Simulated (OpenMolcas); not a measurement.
## What dynamic correlation does to the levels of S5+

```json
{"Program": "OpenMolcas 26.06", "Basis": "ANO-RCC-VQZP [6s5p3d2f1g]", "Scalar Hamiltonian": "DKH2, point nucleus", "Active space": "1 electron in 4 orbitals (3s 3p)", "State averaging": "2S+1 = 2 even, 1 root; 2S+1 = 2 odd, 3 roots", "Spin-orbit coupling": "state interaction with AMFI integrals over the reference wave functions, term energies averaged over their components"}
```

Methods on the same reference wave functions:
A. CASSCF
B. SS-CASPT2, IPEA 0.25 Eh, imaginary shift 0.1 Eh (closed shells correlated: 2s 2p)

Energies in eV above 3s 2S 1/2, the measured ground level; measured values from NIST levels in Podobedova, Kelleher and Wiese, J. Phys. Chem. Ref. Data 38, 171 (2009).

```
     Level        A       B  Measured
 3s 2S 1/2   0.0000  0.0000    0.0000
3p 2P* 1/2  13.1091  13.152   13.1267
3p 2P* 3/2  13.2463  13.289   13.2834
```

Deviations, from unrounded energies. A percentage is the sum of absolute deviations over the sum of measured energies, with the sign that they share, or ± where signs differ.

```json
{"Against measurement": "mean absolute deviation (cm-1)", "Levels": "2", "A": "220", "B": "120"}
{"Against measurement": "other configurations (%)", "Levels": "2", "A": "-0.2", "B": "+0.1"}
```

B lies closest to measurement on these levels. The largest miss of B in the table is 3p 2P* 1/2, by +200 cm-1. The ranking rests on the paired levels alone, and a cruder setting can come out closer through cancelling errors.

The lowest spin-free term lies below A's lowest term by 0.038 hartree in B.

With one active electron the reference holds no correlation, so core polarisation is missing (holds for A). With one active electron, CASPT2 adds the correlation within the correlated inactive shells and between them and that electron, and leaves the splitting within a term as the reference gives it (holds for B). Computed and measured levels are paired by configuration, term and J; levels that our copy of the source lacks, or whose pairing is in doubt (as where it misses far off the trend of its configuration), stay unpaired and out of the deviations. Only configurations of the active space appear.

* marks odd parity.
